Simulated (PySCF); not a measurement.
## GaO: energy against distance

Set-up: PySCF, no relativity, basis sets Ga aug-pcseg-1, O aug-pcseg-1. Energies in eV from Ga + O in their ground configurations at the same level. State: ²Σ⁺ (doublet), unpaired electrons σ ↑.

All columns are BLYP. A positive dipole means Ga(−)O(+).

| R (Å) | E (eV) | μ (D) | Mulliken charge on Ga (basis-dependent) | HOMO (eV) | LUMO (eV) | Mayer bond order | ⟨S²⟩ |
| --- | --- | --- | --- | --- | --- | --- | --- |
| 1.488 | -3.108 | -3.11 | 0.83 | -6.49 | -5.39 | 1.52 | 0.75 |
| 1.557 | -3.849 | -3.32 | 0.79 | -6.62 | -5.50 | 1.51 | 0.75 |
| 1.626 | -4.266 | -3.51 | 0.77 | -6.74 | -5.58 | 1.49 | 0.75 |
| 1.678 | -4.427 | -3.65 | 0.75 | -6.59 | -5.63 | 1.47 | 0.75 |
| 1.730 | -4.493 | -3.77 | 0.74 | -6.45 | -5.66 | 1.43 | 0.75 |
| 1.782 | -4.490 | -3.90 | 0.73 | -6.31 | -5.67 | 1.39 | 0.75 |
| 1.851 | -4.409 | -4.06 | 0.71 | -6.14 | -5.66 | 1.32 | 0.76 |
| 1.938 | -4.229 | -4.27 | 0.70 | -5.93 | -5.63 | 1.23 | 0.76 |
| 2.041 | -3.954 | -4.55 | 0.68 | -5.70 | -5.54 | 1.11 | 0.76 |
| 2.180 | -3.555 | -4.97 | 0.65 | -5.41 | -5.36 | 0.98 | 0.76 |

A fit through these points gives, at Re = 1.752 Å, μ = -3.83 D and dμ/dR = -2.39 D/Å; the reduced mass is 12.98 u.

Problem. How strong is the fundamental in the double-harmonic approximation, I = 42.26·(dμ/dR)²/μred km/mol?

Solution. I = 42.26·(-2.39)²/12.98 = 18.6 km/mol at BLYP.

Spin–orbit coupling is left out. The state is the lowest determinant that a PBE0 search found; another state may lie lower at other levels.
